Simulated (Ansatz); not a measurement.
Mulliken charges of BrFH$_{2}$OSn, SMILES `[OH][SnH]([F])[Br]` from ωB97M-V/def2-TZVPP in Ansatz (PBE0-D4/def2-TZVP geometry).

| atom | x (Å) | y (Å) | z (Å) | charge (e) |
| --- | --- | --- | --- | --- |
| O1 | -0.582 | 0.137 | -1.463 | -0.510 |
| Sn2 | 0.004 | -0.352 | 0.316 | 1.122 |
| F3 | 1.900 | -0.557 | 0.216 | -0.467 |
| Br4 | -0.327 | 1.528 | 1.853 | -0.286 |
| H5 | -0.252 | 0.990 | -1.759 | 0.186 |
| H6 | -0.700 | -1.810 | 0.792 | -0.044 |

Problem. By hand: the dipole of these point charges (1 e Å = 4.8032 D).

Solution. Σ q r = (-0.509, -0.378, 0.108) e Å, of length 0.643 e Å = 3.09 D.

Problem. How does the dipole of the full density compare? (Estimate.)

Solution. The calculation gave: (-0.304, -0.062, 0.024) e Å, 1.49 D; the point charges give 2.07 times that, at 25° from its direction.

Point charges leave out the atoms' own dipoles, such as those of lone pairs, and Mulliken's split depends on the basis, so the two needn't agree.
